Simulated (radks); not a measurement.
Results of a calculation; reference values are marked as such.
Question: These are the eigenvalues of the occupied orbitals of an atom or ion with whole-number occupations (Ry). Level of theory: scalar-relativistic Kohn-Sham, BLYP, spin-polarised, spherical densities, finite nucleus; Fermi nuclear charge, rms radius of each element as measured or else 0.836 A^(1/3) + 0.57 fm (a radial shooting solver on a logarithmic mesh with Libxc functionals).

| orbital | eigenvalue |
|---|---|
| 1s up | -1651.996 |
| 1s down | -1651.994 |
| 2s up | -270.6572 |
| 2s down | -270.3700 |
| 2p up | -246.5988 |
| 2p down | -246.3821 |
| 3s up | -76.37496 |
| 3s down | -76.01492 |
| 3p up | -68.44783 |
| 3p down | -68.08232 |
| 3d up | -56.05301 |
| 3d down | -55.63259 |

Which element is it, and in what charge state? The configuration may be excited. Open shells, if any, are filled with parallel spins first.

Answer: Z = 44, ruthenium, charge +18: Ru18+ in [Ar] 3d8. The list shows which subshells hold electrons but not how many an open one holds; the 1s level, -826 hartree, gives Z - s = 40.6 by -(Z - s)^2/2, which with screening and relativity narrows Z to a few neighbours, and the depths of the outer levels then fix element, charge and occupations together.
